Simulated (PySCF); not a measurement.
CH$_{2}$N (SMILES C#[NH+]), charge +1, singlet, geometry from GFN2-xTB; DF-BLYP/def2-TZVP (PySCF).

Input for PySCF:
```python
from pyscf import gto, scf, dft

mol = gto.M(
    atom='''
C    -0.00000000   -0.00000000   -0.60033760
N     0.00000000    0.00000000    0.53266898
H    -0.00000000   -0.00000000   -1.67489223
H     0.00000000    0.00000000    1.54823496
''',
    basis='def2-tzvp',
    charge=1,
    verbose=4,
)

mf = dft.RKS(mol)
mf.xc = 'blyp'
mf = mf.density_fit(auxbasis='def2-universal-jkfit')
mf.kernel()
```

Output, abridged:

```
PySCF version 2.14.0

[INPUT] verbose = 4
[INPUT] num. atoms = 4
[INPUT] num. electrons = 14
[INPUT] charge = 1
[INPUT] spin (= nelec alpha-beta = 2S) = 0
[INPUT] symmetry False subgroup None
[INPUT] Mole.unit = angstrom
[INPUT] Symbol           X                Y                Z      unit          X                Y                Z       unit  Magmom
[INPUT]  1 C      0.000000000000   0.000000000000  -0.600337600000 AA    0.000000000000   0.000000000000  -1.134473646279 Bohr   0.0
[INPUT]  2 N      0.000000000000   0.000000000000   0.532668980000 AA    0.000000000000   0.000000000000   1.006598487251 Bohr   0.0
[INPUT]  3 H      0.000000000000   0.000000000000  -1.674892230000 AA    0.000000000000   0.000000000000  -3.165087602862 Bohr   0.0
[INPUT]  4 H      0.000000000000   0.000000000000   1.548234960000 AA    0.000000000000   0.000000000000   2.925740050877 Bohr   0.0

nuclear repulsion = 29.538490632751
number of shells = 30
number of NR pGTOs = 108
number of NR cGTOs = 74
basis = def2-tzvp
ecp = {}

******** <class 'pyscf.df.df_jk.DFRKS'> ********
method = DFRKS
initial guess = minao
damping factor = 0
level_shift factor = 0
DIIS = <class 'pyscf.scf.diis.CDIIS'>
diis_start_cycle = 1
diis_space = 8
diis_damp = 0
SCF conv_tol = 1e-09
SCF conv_tol_grad = None
SCF max_cycles = 50
direct_scf = False
XC library pyscf.dft.libxc version 7.1.2
    S. Lehtola, C. Steigemann, M. J. T. Oliveira, and M. A. L. Marques,  SoftwareX 7, 1–5 (2018)
XC functionals = blyp
    A. D. Becke,  Phys. Rev. A 38, 3098 (1988)
    C. Lee, W. Yang, and R. G. Parr,  Phys. Rev. B 37, 785 (1988)
    B. Miehlich, A. Savin, H. Stoll, and H. Preuss,  Chem. Phys. Lett. 157, 200 (1989)
radial grids:
    Treutler-Ahlrichs [JCP 102, 346 (1995); DOI:10.1063/1.469408] (M4) radial grids

becke partition: Becke, JCP 88, 2547 (1988); DOI:10.1063/1.454033
pruning grids: <function nwchem_prune>
grids dens level: 3
symmetrized grids: False
atomic radii adjust function: <function treutler_atomic_radii_adjust>
small_rho_cutoff = 0
Set gradient conv threshold to 3.16228e-05
Initial guess from minao.
tot grids = 47640
init E= -94.2243449785858
  HOMO = -0.397276140150027  LUMO = -0.0707238342482765  gap/eV = 8.88594
cycle= 1 E= -93.7122174797369  delta_E= 0.512  |g|= 0.217  |ddm|= 1.62
  HOMO = -0.65079951171866  LUMO = -0.344411120522734  gap/eV = 8.33725
cycle= 2 E= -93.6881066079007  delta_E= 0.0241  |g|= 0.403  |ddm|= 0.319
  HOMO = -0.667904746769163  LUMO = -0.345489991758206  gap/eV = 8.77335
cycle= 3 E= -93.7148043011972  delta_E= -0.0267  |g|= 0.173  |ddm|= 0.226
  HOMO = -0.664827790804271  LUMO = -0.344881597143972  gap/eV = 8.70618
cycle= 4 E= -93.7212950574393  delta_E= -0.00649  |g|= 0.012  |ddm|= 0.0782
  HOMO = -0.660843933287728  LUMO = -0.341538045550759  gap/eV = 8.68876
cycle= 5 E= -93.7213260772842  delta_E= -3.1e-05  |g|= 0.00433  |ddm|= 0.00925
  HOMO = -0.661614627606725  LUMO = -0.342278507096169  gap/eV = 8.68958
cycle= 6 E= -93.7213303962244  delta_E= -4.32e-06  |g|= 0.000434  |ddm|= 0.00259
  HOMO = -0.661649268180717  LUMO = -0.342293258568081  gap/eV = 8.69012
cycle= 7 E= -93.7213304390233  delta_E= -4.28e-08  |g|= 2.93e-05  |ddm|= 0.000218
  HOMO = -0.661645326700928  LUMO = -0.342291246852497  gap/eV = 8.69007
cycle= 8 E= -93.7213304392513  delta_E= -2.28e-10  |g|= 4.38e-06  |ddm|= 1.85e-05
  HOMO = -0.661645093722921  LUMO = -0.342290471563687  gap/eV = 8.69008
Extra cycle  E= -93.7213304392161  delta_E= 3.52e-11  |g|= 1.34e-05  |ddm|= 8.24e-06
converged SCF energy = -93.7213304392161
```
